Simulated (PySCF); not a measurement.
C7H7O, SMILES Cc1[c]cc(O)cc1, doublet at its GFN2-xTB optimised geometry (Å):

```
15

C     -0.2663     0.5343     0.0000
C     -0.7797    -0.1984    -1.2013
C     -1.2349     0.4757    -2.3352
C     -1.6937    -0.2089    -3.4469
C     -1.7149    -1.5969    -3.4688
O     -2.1582    -2.3136    -4.5381
C     -1.2617    -2.2957    -2.3419
C     -0.8240    -1.5660    -1.2847
H     -0.6006     0.0475     0.9134
H     -0.6097     1.5660     0.0000
H      0.8240     0.5343     0.0000
H     -1.2290     1.5570    -2.3389
H     -2.0422     0.3439    -4.3101
H     -2.4380    -1.7144    -5.2403
H     -1.2759    -3.3739    -2.3520
```

Level of theory: unrestricted B3LYP/def2-TZVP (PySCF 2.14.0). Cells within 0.4 Å of a nucleus heavier than hydrogen are left out (blank, or x).

Map of the electrostatic potential (hartree/e), clipped to [-0.08, 0.12] on the plane z = 0.0 Å:

```
|111111111111111111111111111|
|111111111111111111111111111|
|111111111222111111111111111|
|111111112222221111111111111|
|111111122233221111111111111|
|111111122355432111111111111|
|111111123699952111111111111|
|111111124999993211111111111|
|111111124999996332221111111|
|111111123999999986322111111|
|000001113999x99999632111111|
|00000012499xxx9999942111111|
|000000124999xx9999832111111|
|000000013899999999522111111|
|000000013699999654221111111|
|000000012467864322111111111|
|000000001244432111111111111|
|000000001233221100011111111|
|000000001233210000000011111|
|000000000122100000000001111|
|000000000011000000000000111|
|000000000000000000000000111|
|000000000000000000000000111|
|000000000000000000000000111|
|000000000000000000000000111|
|000000000000000000000000111|
|000000000000000000000000111|
```
Scale: ten equal steps from -0.018 (start of '0') to 0.120 (end of '9'), in the order '0123456789'; x runs from -4.00 to 4.00, y from -4.00 (bottom) to 4.00 (top).
